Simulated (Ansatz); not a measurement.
Ansatz (an electronic-structure program) input:

Ansatz 0.2 input:
```yaml
crystal:
  periodic: [false, false, false]
  atoms:
    - {symbol: O, position_ang: [-0.82098089, 1.93724540, 0.41627557]}
    - {symbol: B, position_ang: [-0.89978266, 0.70103572, 0.19291411]}
    - {symbol: O, position_ang: [-1.97841060, -0.19794360, 0.10212432]}
    - {symbol: Br, position_ang: [0.84739571, -0.50739355, -0.15338588]}
    - {symbol: H, position_ang: [-2.76480454, 0.33918132, 0.25673614]}
basis:
  gaussian:
    orbitals: def2-TZVPD
hamiltonian:
  xc: {name: LC-wPBE}
total_charge: -1
output: {forces: true}
```

Which total energy does the run end on?

-2749.86419 Eh (LC-wPBE/def2-TZVPD). The basis has 183 functions.

It need not be the lowest isomer of its formula. Whether it binds its extra electron was not tested at this geometry.
